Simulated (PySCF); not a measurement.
**Electron correlation in Ti²⁺ (titanium, charge +2)**

[Ar] 3d1 4s1, high-spin 3D determinant (an excited configuration). Calculation: PySCF 2.14, in x2c-QZVPPall (11s7p5d3f2g, 96 functions); scalar relativity by spin-free X2C-1e. Frozen: [Ne]; 10 electrons correlated.

```tsv
level	correlation energy (mhartree)
CCSD	-282.87
(T)	-6.69
CCSD(T)	-289.56
```

Diagnostics: T1 = 0.0070, D1 = 0.0290, largest double amplitude 0.036.

Cost of the coupled-cluster step: of the order of 80 core-seconds, for 10 correlated electrons.

This basis was not built for core-valence correlation, so the inner-shell part is incomplete.
